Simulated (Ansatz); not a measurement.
This geometry of C2H6SSeTe (11 atoms, charge 0, multiplicity 1) is a first-order saddle point.

Method: RKS PBE0/def2-SVP (Ansatz).

```xyz
11
Properties=species:S:1:pos:R:3
C -1.634 1.151 -0.855
Te -0.196 -0.287 -1.560
C 1.129 -0.222 0.176
S 2.294 -1.589 0.046
Se 0.199 -0.071 1.912
H -2.459 1.150 -1.580
H -2.010 0.833 0.127
H -1.193 2.154 -0.805
H 1.749 0.678 0.074
H 1.366 -2.575 0.019
H 0.821 -1.279 2.468
```

Question: Which two structures does it join? (They come from a converged band through this point; their orientation in space is the band's.)

Answer: No bond is made or broken. The dihedral S4–C3–Se5–H11 goes from -73 to 66°.

Image 0:

```xyz
11
Properties=species:S:1:pos:R:3
C -1.597 1.108 -0.776
Te -0.223 -0.418 -1.420
C 1.232 -0.203 0.190
S 2.495 -1.479 -0.040
Se 0.498 -0.033 1.992
H -2.555 0.915 -1.278
H -1.721 1.021 0.312
H -1.226 2.104 -1.046
H 1.768 0.745 0.030
H 1.674 -2.537 0.145
H -0.280 -1.281 1.912
```

Image 6:

```xyz
11
Properties=species:S:1:pos:R:3
C -1.628 1.173 -0.900
Te -0.288 -0.382 -1.558
C 1.007 -0.385 0.195
S 2.432 -1.459 -0.097
Se -0.055 -0.811 1.778
H -2.436 1.225 -1.643
H -2.043 0.915 0.082
H -1.102 2.135 -0.861
H 1.423 0.627 0.297
H 1.752 -2.625 -0.021
H 1.003 -0.472 2.750
```

Question: How far does it lie above each of them?

Answer: 2.4 kcal/mol above the first and 2.3 kcal/mol above the second. This is the barrier of this one path; another mechanism may lie lower.

Time of the run: 5.7 min on 2 threads of Arm Neoverse V2, with other jobs on the host, peak memory 0.47 GiB.
